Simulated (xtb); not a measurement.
Si(H)(I)2(OMe) (CH₄I₂OSi), SMILES CO[SiH](I)I. All values are semi-empirical tight-binding results from xtb (GFN2-xTB unless named), good for trends rather than for accurate numbers. Geometry: GFN2-xTB. One conformer was computed; it need not be the lowest.

Optimised geometry:

Bond lengths (Å): Si1–I2 2.460, Si1–I3 2.439, Si1–O4 1.601, Si1–H6 1.446, O4–C5 1.393, C5–H7 1.089, C5–H8 1.092, C5–H9 1.093. Angles (°): I2–Si1–I3 111.8, I2–Si1–O4 109.9, I2–Si1–H6 107.1, I3–Si1–O4 102.2, I3–Si1–H6 111.1, O4–Si1–H6 115.0, Si1–O4–C5 129.6, O4–C5–H7 107.8, O4–C5–H8 110.4, O4–C5–H9 110.8, H7–C5–H8 109.4, H7–C5–H9 109.3, H8–C5–H9 109.0.

- orbital gap: 5.56 eV
- zero-point energy: 32.9 kcal/mol
- G − E(el) at 298.15 K (modified RRHO): 10.0 kcal/mol
- static polarisability (D4 model): 110.0 bohr³
- solvation energy, GFN2-xTB/ALPB(water): -3.5 kcal/mol
- solvation energy, GFN2-xTB/ALPB(chcl3): -10.1 kcal/mol

Computed atomic charges and the Wiberg bond orders between heavy atoms:
charges (e) Si1 0.57, I2 -0.17, I3 -0.16, O4 -0.35, C5 0.05, H6 -0.06, H7 0.06, H8 0.03, H9 0.04. Bond orders Si1–I2 1.04, Si1–I3 1.04, Si1–O4 1.19, O4–C5 0.99.
